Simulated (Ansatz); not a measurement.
One change: `COC1CO1` becomes `F[SiH2]C1CO1`.

Ansatz, PBE0-D4/def2-TZVP geometries, multiplicity 1. Each molecule was computed in one conformer, which needn't be the lowest.

| property | `COC1CO1` |
| --- | --- |
| HOMO–LUMO gap (B3LYP/def2-TZVPP) / eV | 9.01 |
| HOMO–LUMO gap (ωB97M-V/def2-TZVPP) / eV | 13.50 |
| HOMO energy (B3LYP/def2-TZVPP) / eV | -7.73 |
| HOMO–LUMO gap (PBE/def2-TZVPP) / eV | 7.16 |
| size of the dipole moment (PBE/def2-TZVPP) / D | 1.20 |
| HOMO energy (PBE0/def2-TZVPP) / eV | -7.98 |

Problem. What does the change do to each property? (An estimate is asked.)

Solution. Computed: 
```tsv
property	`F[SiH2]C1CO1`	shift
HOMO–LUMO gap (B3LYP/def2-TZVPP) / eV	7.52	-1.49
HOMO–LUMO gap (ωB97M-V/def2-TZVPP) / eV	12.17	-1.33
HOMO energy (B3LYP/def2-TZVPP) / eV	-7.81	-0.08
HOMO–LUMO gap (PBE/def2-TZVPP) / eV	5.47	-1.69
size of the dipole moment (PBE/def2-TZVPP) / D	1.09	-0.11
HOMO energy (PBE0/def2-TZVPP) / eV	-8.07	-0.09
```

With PBE0 the HOMO falls by 0.09 eV and the LUMO falls by 1.69 eV, so the gap narrows by about 1.60 eV. PBE moves the HOMO by -0.12 eV and ωB97M-V by -0.06 eV. Dipoles are sizes alone; their direction can turn.

B3LYP here is the variant with VWN-RPA as its local correlation; programs differ in this.
